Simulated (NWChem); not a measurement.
Correlation energy of C$_{2}$H$_{2}$N$_{2}$O

```
O
C 1 1.3628
N 2 1.3011 1 113.19
C 1 1.3628 2 101.61 3 0.00
N 4 1.3011 1 113.19 2 0.00
H 2 1.0958 3 128.77 5 180.00
H 4 1.0958 5 128.77 3 180.00
```
Charge 0, spin multiplicity 1.

The numbers come from NWChem runs, not from measurements. Structure: optimised with PBE/def2-SVP, a minimum by its harmonic frequencies.

Basis set: STO-3G. Each correlation energy counts from its own Hartree-Fock reference.

| method | correlation energy (mHa) | difference from CCSD(T) |
|---|---|---|
| MP2 | -290.9 | +50.5 |
| SCS-MP2 | -292.5 | +48.8 |
| CCSD | -330.8 | +10.6 |
| CCSD+T(CCSD) | -342.3 | -1.0 |
| CCSD(T) | -341.3 | 0.0 |
| CR-CCSD[T] | -339.4 | +1.9 |
| CR-CCSD(T) | -338.7 | +2.6 |
| CCSDT | -342.3 | -0.9 |

The values span 51.4 mHa, from CCSD+T(CCSD) (lowest) to MP2 (highest). 

The correlated methods keep 5 core orbitals frozen. The structure started from a generated list of species. No row is a measurement; the coupled-cluster row has its own basis-set and correlation limits.
